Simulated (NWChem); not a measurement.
Species: SiH2Br2; SMILES Br[SiH2]Br

All runs: NWChem. Pople sets run with spherical d functions. Structure relaxed at the PBE0/def2-SVP level.

Q: Taking B3LYP/aug-cc-pVTZ as the yardstick, which of these has the fewest basis functions while keeping “dipole (D)” within 0.2 D of it: B3LYP/def2-TZVP; B3LYP/6-31G*; B3LYP/3-21G; B3LYP/def2-SVPD; B3LYP/def2-SVP; B3LYP/STO-3G?

A: B3LYP/def2-SVP.
```json
[
 {"level": "B3LYP/STO-3G", "basis functions": "47", "dipole (D)": "1.83", "relative time (rough)": "1"},
 {"level": "B3LYP/3-21G", "basis functions": "61", "dipole (D)": "1.54", "relative time (rough)": "1"},
 {"level": "B3LYP/6-31G*", "basis functions": "86", "dipole (D)": "1.40", "relative time (rough)": "6"},
 {"level": "B3LYP/def2-SVP", "basis functions": "92", "dipole (D)": "1.14", "relative time (rough)": "3"},
 {"level": "B3LYP/def2-SVPD", "basis functions": "122", "dipole (D)": "1.13", "relative time (rough)": "4"},
 {"level": "B3LYP/def2-TZVP", "basis functions": "145", "dipole (D)": "1.09", "relative time (rough)": "20"},
 {"level": "B3LYP/aug-cc-pVTZ", "basis functions": "214", "dipole (D)": "1.11", "relative time (rough)": "80"}
]
```

The yardstick is one finite set, not the basis-set limit.
